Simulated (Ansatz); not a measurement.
Reactions of C2H7FInN (`C[N](C)[InH][F]`).

Isolated molecules relaxed with PBE0-D4/def2-TZVP in Ansatz; ΔE leaves out vibrations. CBS: MP2 limit from def2 TZ/QZ plus the TZ coupled-cluster correction, frozen cores. This one scheme is used for every species, atoms too. Functionals use def2-TZVPP. No spin–orbit coupling; open shells (•) take unrestricted orbitals. Spin–orbit coupling would lower the free atoms: a little for F. def2 core potentials past Kr. Bonds to Br, I, In, Se, Sn, V, Zn are less sure, by a few kJ/mol each and by 10 to 20 or more in all where they break to atoms, as the def2 sets lack core-valence functions. Scalar relativity is left out up to krypton. Each species was taken in one conformer, which may not be the lowest.

| reaction | CCSD(T)/CBS(def2) (kJ/mol) |
| --- | --- |
| `C[N](C)[InH][F]` + `[F][ZnH]` → `[F][InH][F]` + `C[N](C)[ZnH]` | 39 |
| `C[N](C)[InH][F]` + HBr → `C[N](C)[InH][Br]` + H–F | -79 |
| `C[N](C)[InH][F]` + `[O]=[V]([OH])([OH])[Cl]` → `C[N](C)[InH][OH]` + `[O]=[V]([OH])([F])[Cl]` | ? |
| `C[N](C)[InH][F]` → F• + `C[N](C)[InH]`• | 510 |
| `C[N](C)[InH][F]` + `[AlH2][CH2]CI` → `[F][InH][CH2]I` + `CN(C)[CH2][AlH2]` | ? |
| `C[N](C)[InH][F]` + `CF` → `F[CH2][InH][F]` + `CNC` | 55 |
| `C[N](C)[InH][F]` + `C1NCS1` → `CN1CSC1` + `C[NH][InH][F]` | -15 |
| `C[N](C)[InH][F]` + H₂Se → `[F][InH][SeH]` + `CNC` | -96 |
| `C[N](C)[InH][F]` + H₂S → `C[N](C)[InH][SH]` + H–F | ? |
| `C[N](C)[InH][F]` + `[SH][Sn]([SH])([SH])[SH]` → `C[N](C)[In]([F])[SH]` + `[SH][SnH]([SH])[SH]` | -12 |

(1) Fill in the missing values. (An estimate is asked.)

Largest T1 diagnostic: 0.032, for `[O]=[V]([OH])([OH])[Cl]`, so its coupled-cluster energy is less sure.

Results:

(1) Computed: `C[N](C)[InH][F]` + `[O]=[V]([OH])([OH])[Cl]` → `C[N](C)[InH][OH]` + `[O]=[V]([OH])([F])[Cl]`: +21.1 kJ/mol; `C[N](C)[InH][F]` + `[AlH2][CH2]CI` → `[F][InH][CH2]I` + `CN(C)[CH2][AlH2]`: +56.6 kJ/mol; `C[N](C)[InH][F]` + H₂S → `C[N](C)[InH][SH]` + H–F: -25.1 kJ/mol.
